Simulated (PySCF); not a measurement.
PySCF 2.14 output of an unrestricted revPBE calculation on a single atom or ion in def2-QZVPPD (11s6p4d3f, 70 functions), with the non-relativistic Hamiltonian (point nucleus):

```
SCF conv_tol = 1e-09
number electrons alpha = 10  beta = 9
    Y. Zhang and W. Yang.,  Phys. Rev. Lett. 80, 890 (1998)
    J. P. Perdew, K. Burke, and M. Ernzerhof.,  Phys. Rev. Lett. 77, 3865 (1996)
    J. P. Perdew, K. Burke, and M. Ernzerhof.,  Phys. Rev. Lett. 78, 1396 (1997)
cycle= 1 E= -677.205053185267  delta_E= -0.00655  |g|= 0.0211  |ddm|= 0.189
cycle= 2 E= -677.205096674772  delta_E= -4.35e-05  |g|= 0.011  |ddm|= 0.0344
cycle= 3 E= -677.205144622266  delta_E= -4.79e-05  |g|= 0.0043  |ddm|= 0.0208
cycle= 4 E= -677.205152562082  delta_E= -7.94e-06  |g|= 0.000105  |ddm|= 0.00574
cycle= 5 E= -677.205152566111  delta_E= -4.03e-09  |g|= 2.2e-05  |ddm|= 0.000101
cycle= 6 E= -677.205152566321  delta_E= -2.1e-10  |g|= 9.86e-07  |ddm|= 3.1e-05
converged SCF energy = -677.205152566321  <S^2> = 0.75036879  2S+1 = 2.0003688
```

The run itself started from symmetry-adapted Hartree-Fock orbitals and held the occupation by maximum overlap, on a logarithmic radial grid, so the iterations belong to that start.

Q: Which element, charge and spin multiplicity is this?

A: Ca⁺ (calcium, charge +1), multiplicity 2; the state was [Ar] 3d1, 2D determinant (an excited configuration).
